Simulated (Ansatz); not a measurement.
Ansatz (a quantum-chemistry and plane-wave program) input:

Ansatz 0.2 input:
```yaml
crystal:
  periodic: [false, false, false]
  atoms:
    - {symbol: In, position_ang: [0.00000000, 0.00000000, 0.00000000]}
    - {symbol: Cl, position_ang: [0.00000000, 0.00000000, 2.22420773]}
    - {symbol: Cl, position_ang: [-0.00000000, -0.00000000, -2.22420773]}
basis:
  gaussian:
    orbitals: def2-SVPD
total_charge: 1
magnetization: {spin_polarized: false}
correlation: {method: ccsd_t, electrons: outside_noble_gas}
output: {forces: true}
```

**Question.** What final total energy does it print?

**Answer.** -1108.09677 Eh (CCSD(T)/def2-SVPD). The basis has 86 functions.

It need not be the lowest isomer of its formula.
